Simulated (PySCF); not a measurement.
From one molecule to another.

First species: Pivalamide, C₅H₁₁NO.
SMILES: `O=C(C(C)(C)C)N`

Second species: CH₆N₂Si.
InChI=1S/CH6N2Si/c1-3-4-2/h1-2,4H2

Levels: PBE0/def2-SVPD for dipole moment, HOMO energy, LUMO energy, HOMO–LUMO gap, static isotropic polarisability and electronic spatial extent ⟨r²⟩ about the centre of nuclear charge; TDDFT PBE0/def2-SVPD for lowest singlet excitation; TDA PBE0/def2-SVPD for lowest triplet excitation (Tamm–Dancoff); GFN2-xTB for rotational constant A and rotational constant C. Geometries: GFN2-xTB. Each structure is a single optimised conformer of the isolated species, non-relativistic unless stated; the electronic structure was computed with PySCF and density fitting.

Dipoles, sizes and rotational constants follow the conformer. The torsions of the flexible species, by atom-mapped SMILES:
- `[CH3:1][C:2]([CH3:3])([CH3:4])[C:5]([NH2:6])=[O:7]`: C1–C2–C5–N6 -61°, H–N6–C5–C2 180°, H–N6–C5–C2 0°
- `[CH2:1]=[N:2][SiH2:3][NH2:4]`: C1–N2–Si3–N4 -124°, H–N4–Si3–N2 68°, H–N4–Si3–N2 -66°

```csv
property,column X,column Y
dipole moment,3.70 D,1.52 D
HOMO energy,-7.24 eV,-6.89 eV
LUMO energy,0.38 eV,-0.85 eV
HOMO–LUMO gap,7.62 eV,6.04 eV
lowest singlet excitation,5.69 eV,3.96 eV
lowest triplet excitation (Tamm–Dancoff),5.17 eV,3.33 eV
static isotropic polarisability,72.0 au,56.0 au
electronic spatial extent ⟨r²⟩ about the centre of nuclear charge,769 bohr²,440 bohr²
rotational constant A,3.306 GHz,16.493 GHz
rotational constant C,1.985 GHz,3.081 GHz
```

(1) Which column belongs to which species?

(2) How does each property change from the first species to the second?

Results:

(1) Column X is the first species and column Y the second. The first has 18 atoms and 56 electrons, the second 10 and 40.

(2) dipole moment -2.18 D; HOMO energy +0.35 eV; LUMO energy -1.23 eV; HOMO–LUMO gap -1.58 eV; lowest singlet excitation -1.73 eV; lowest triplet excitation (Tamm–Dancoff) -1.84 eV; static isotropic polarisability -16.0 au; electronic spatial extent ⟨r²⟩ about the centre of nuclear charge -329 bohr²; rotational constant A +13.187 GHz; rotational constant C +1.096 GHz.

On the first: The polarisability is 10.68 Å³ as a volume (1 au = 0.148185 Å³), or 1.29 au for each of the 56 electrons. S1 lies 1.93 eV below the HOMO–LUMO gap; its leading configuration is HOMO→LUMO+1, weight 0.98.

On the second: The vertical singlet–triplet gap S1 − T1 is 0.63 eV (TDDFT singlet less Tamm–Dancoff triplet; S1: HOMO→LUMO, weight 0.99; T1: HOMO→LUMO, weight 0.96). No computed singlet falls in the visible range (750 to 380 nm, 1.65 to 3.26 eV); S1 lies 0.70 eV above its blue end.
